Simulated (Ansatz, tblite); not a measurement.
Forces on `C[SiH2][SiH2][SiH2][SiH2][SiH2][SiH2][SiH2][SiH2][SiH2]C` at its r2SCAN-D4/def2-SVP geometry. Charge 0, multiplicity 1.

The xTB rows come from tblite.

GFN2-xTB (tblite), largest force 0.96 eV/Å:

```xyz
35
positions Å, forces eV/Å
C     0.702   -0.047    5.728   -0.198    0.283    0.356
Si    1.213   -1.418    4.536    0.428   -0.596   -0.581
Si    2.964   -0.665    3.160   -0.065    0.170    0.119
Si    2.272    1.363    2.195   -0.066   -0.014   -0.017
Si    0.131    1.012    1.292    0.268   -0.066   -0.081
Si    0.159   -0.886   -0.095   -0.297    0.063    0.083
Si   -1.957   -1.165   -1.078    0.074    0.048    0.016
Si   -2.581    0.913   -1.985    0.050   -0.039    0.029
Si   -0.755    1.694   -3.240   -0.220   -0.087   -0.128
Si   -0.190   -0.002   -4.768    0.682    0.449    0.497
C    -1.721   -0.538   -5.732   -0.336   -0.202   -0.303
H     1.544    0.244    6.376   -0.432   -0.089   -0.267
H    -0.128   -0.373    6.376    0.373    0.237   -0.238
H     0.371    0.848    5.177    0.140   -0.379    0.294
H     0.059   -1.794    3.657    0.250    0.081    0.387
H     1.629   -2.644    5.289   -0.291    0.359   -0.103
H     3.258   -1.651    2.071    0.038    0.289    0.410
H     4.216   -0.460    3.959   -0.280   -0.205   -0.319
H     3.201    1.810    1.110   -0.267    0.031    0.393
H     2.227    2.432    3.246    0.172   -0.206   -0.370
H    -0.335    2.202    0.508   -0.012   -0.360    0.305
H    -0.849    0.785    2.406    0.212    0.188   -0.390
H     0.557   -2.087    0.707    0.034    0.349   -0.290
H     1.185   -0.680   -1.168   -0.228   -0.171    0.362
H    -2.936   -1.618   -0.039    0.273   -0.030   -0.385
H    -1.912   -2.195   -2.166   -0.179    0.204    0.376
H    -2.950    1.854   -0.879   -0.070   -0.289   -0.391
H    -3.772    0.757   -2.882    0.251    0.184    0.348
H    -1.113    2.961   -3.958    0.255   -0.279    0.267
H     0.390    1.986   -2.319   -0.335    0.042   -0.333
H     0.359   -1.160   -3.990   -0.154    0.258   -0.362
H     0.884    0.470   -5.698   -0.331   -0.307    0.153
H    -1.478   -1.340   -6.448   -0.210    0.360    0.282
H    -2.145    0.307   -6.299    0.154   -0.434    0.235
H    -2.499   -0.915   -5.051    0.315    0.158   -0.351
```

r2SCAN-D4/def2-TZVP (Ansatz), largest force 0.31 eV/Å:

```
C -0.055 0.094 0.124
Si -0.044 0.012 0.027
Si 0.057 -0.016 -0.008
Si 0.013 0.035 -0.002
Si -0.033 0.038 0.012
Si 0.028 -0.032 -0.007
Si -0.021 -0.023 0.010
Si -0.037 0.004 -0.001
Si 0.013 0.047 -0.002
Si -0.011 -0.043 -0.025
C -0.116 -0.053 -0.106
H -0.237 -0.073 -0.188
H 0.234 0.082 -0.188
H 0.099 -0.249 0.152
H 0.116 0.035 0.102
H -0.047 0.113 -0.058
H -0.026 0.099 0.109
H -0.115 -0.026 -0.076
H -0.087 -0.035 0.101
H 0.013 -0.097 -0.102
H 0.041 -0.125 0.086
H 0.104 0.028 -0.116
H -0.032 0.119 -0.082
H -0.107 -0.025 0.113
H 0.089 0.034 -0.098
H -0.012 0.094 0.102
H 0.030 -0.089 -0.103
H 0.107 0.022 0.087
H 0.037 -0.108 0.063
H -0.112 -0.023 -0.094
H -0.054 0.116 -0.090
H -0.104 -0.052 0.077
H -0.059 0.228 0.203
H 0.115 -0.240 0.164
H 0.216 0.109 -0.187
```

PBE0-D4/def2-TZVP (Ansatz), largest force 0.32 eV/Å:

```
C -0.055 0.099 0.125
Si -0.046 0.051 0.037
Si 0.039 -0.002 -0.007
Si -0.003 0.015 -0.006
Si -0.023 0.016 0.003
Si 0.016 -0.008 -0.002
Si -0.004 0.000 0.010
Si -0.015 -0.008 -0.002
Si 0.002 0.026 0.005
Si -0.051 -0.044 -0.028
C -0.121 -0.053 -0.106
H -0.237 -0.084 -0.198
H 0.241 0.075 -0.198
H 0.103 -0.261 0.144
H 0.113 0.037 0.092
H -0.039 0.108 -0.057
H -0.034 0.095 0.106
H -0.117 -0.022 -0.075
H -0.085 -0.041 0.100
H 0.006 -0.100 -0.100
H 0.045 -0.125 0.081
H 0.108 0.024 -0.113
H -0.036 0.119 -0.078
H -0.110 -0.022 0.108
H 0.087 0.040 -0.097
H -0.005 0.098 0.101
H 0.040 -0.086 -0.101
H 0.110 0.015 0.085
H 0.033 -0.110 0.063
H -0.112 -0.029 -0.090
H -0.053 0.112 -0.078
H -0.099 -0.044 0.075
H -0.051 0.234 0.212
H 0.128 -0.239 0.172
H 0.227 0.114 -0.181
```
